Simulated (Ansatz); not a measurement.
Molecule: HgI, net charge 1, singlet state. 
Structure (B3LYP-D3(BJ)/def2-TZVP (Ansatz, a first-principles code) minimum search):
```xyz
2

Hg     0.0000     0.0000    -1.0354
I      0.0000     0.0000     1.5629
```
Charge +1, spin multiplicity 1.

Basis-set convergence of Hartree-Fock and CCSD(T) correlation energies (hartree) with Ansatz. Correlated levels leave the core frozen unless marked. Spin-orbit coupling is left out. Frozen are the shells of the preceding noble gas and the d and f shells that filled before the atom's block. In def2 rows, elements after Kr have scalar-relativistic effective core potentials.

```
basis       functions       E(HF)  E(corr, CCSD(T))
----------  ---------  ----------  ----------------
def2-SVP           58  -448.90326          -0.37040
def2-TZVPP        109  -448.92416          -0.53805
def2-QZVPP        170  -448.92671          -0.57888
```

Extrapolating the two largest sets (X = 3 and 4) as X^-3: E(corr) = (64·(-0.57888) - 27·(-0.53805))/37 = -0.6087 Eh, an estimate of the basis-set limit. The largest set recovers 95.1 % of it, the smallest 60.9 %.
